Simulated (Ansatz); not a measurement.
Input for Ansatz (development build ahead of 0.2.0):

```yaml
crystal:
  periodic: [false, false, false]
  atoms:
    - { symbol: C, position_ang: [0.0, 1.48, 0.0] }
    - { symbol: C, position_ang: [1.28172, 0.74, 0.0] }
    - { symbol: C, position_ang: [1.28172, -0.74, 0.0] }
    - { symbol: C, position_ang: [0.0, -1.48, 0.0] }
    - { symbol: C, position_ang: [-1.28172, -0.74, 0.0] }
    - { symbol: C, position_ang: [-1.28172, 0.74, 0.0] }
    - { symbol: C, position_ang: [2.56344, 1.48, 0.0] }
    - { symbol: C, position_ang: [3.84515, 0.74, 0.0] }
    - { symbol: C, position_ang: [3.84515, -0.74, 0.0] }
    - { symbol: C, position_ang: [2.56344, -1.48, 0.0] }
    - { symbol: C, position_ang: [5.12687, 1.48, 0.0] }
    - { symbol: C, position_ang: [6.40859, 0.74, 0.0] }
    - { symbol: C, position_ang: [6.40859, -0.74, 0.0] }
    - { symbol: C, position_ang: [5.12687, -1.48, 0.0] }
    - { symbol: H, position_ang: [0.0, 2.565, 0.0] }
    - { symbol: H, position_ang: [0.0, -2.565, 0.0] }
    - { symbol: H, position_ang: [-2.22136, -1.2825, 0.0] }
    - { symbol: H, position_ang: [-2.22136, 1.2825, 0.0] }
    - { symbol: H, position_ang: [2.56344, 2.565, 0.0] }
    - { symbol: H, position_ang: [2.56344, -2.565, 0.0] }
    - { symbol: H, position_ang: [5.12687, 2.565, 0.0] }
    - { symbol: H, position_ang: [7.34823, 1.2825, 0.0] }
    - { symbol: H, position_ang: [7.34823, -1.2825, 0.0] }
    - { symbol: H, position_ang: [5.12687, -2.565, 0.0] }
basis:
  gaussian: { orbitals: def2-SVP }
magnetization:
  initial_magnetization: 2
hamiltonian:
  xc: pbe0
```

The input is written out in the form of the current development build from the run's settings.

Output:

```yaml
Converged: yes
Total_energy: -538.37607 hartree
Spin_squared_of_the_determinant: 2.000
Stability_test: minimum among restricted orbitals
```

Caution: another spin multiplicity may lie lower.
